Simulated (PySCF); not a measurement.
Dipole response of Pt+ (platinum, charge +1)

[Xe] 4f14 5d9, 2D determinant. Calculation: PySCF 2.14, in def2-TZVPPD with the def2 core potential (60 electrons) (6s5p3d2f1g, 59 functions); a scalar-relativistic core potential. Coupled (time-dependent) response in atomic units; α is the mean over directions.

```json
{"method": "UHF", "mean α (bohr³)": "12.04", "α xx, yy, zz": "11.79, 11.79, 12.56", "C₆ (like pair)": "81.99", "S(−4)": "52.99"}
{"method": "PBE", "mean α (bohr³)": "13.85", "α xx, yy, zz": "13.83, 13.83, 13.89", "C₆ (like pair)": "94.45", "S(−4)": "80.34"}
{"method": "PBE0", "mean α (bohr³)": "13.05", "α xx, yy, zz": "12.97, 12.97, 13.22", "C₆ (like pair)": "89.27", "S(−4)": "67.08"}
{"method": "BP86", "mean α (bohr³)": "13.72", "α xx, yy, zz": "13.68, 13.68, 13.78", "C₆ (like pair)": "93.91", "S(−4)": "76.50"}
{"method": "M06-L", "mean α (bohr³)": "12.37", "α xx, yy, zz": "12.19, 12.19, 12.74", "C₆ (like pair)": "84.64", "S(−4)": "58.25"}
```

S(−4) is the Cauchy moment in α(ω) = α(0) + S(−4) ω² + …

Spin-orbit coupling is absent.

α(iu) at UHF:

```
u (hartree)  α(iu) (bohr³)
          0          12.04
     0.0500          11.91
      0.100          11.55
      0.200          10.43
      0.300          9.214
      0.500          7.333
      0.750          5.843
       1.00          4.816
       1.50          3.393
       2.00          2.462
       3.00          1.412
       5.00         0.6132
```

A single London oscillator, α(iu) = α/(1 + u²/ω²), gives C₆ = (3/4) ω α². Matching the computed C₆ needs ω = 4 × 81.99 / (3 × 12.04²) = 0.754 hartree.

For an ion, C₆ is the dispersion term alone; charge-induced terms of lower order in 1/R come first.

The components differ because the open shell of this determinant is not spherical; for a pure term their mean is the scalar polarisability.

Energies and moments cover only the electrons outside the core potential. Spin-orbit coupling, absent here, splits the open shell strongly. ⟨S²⟩ = 0.90 against 0.75 shows spin contamination.
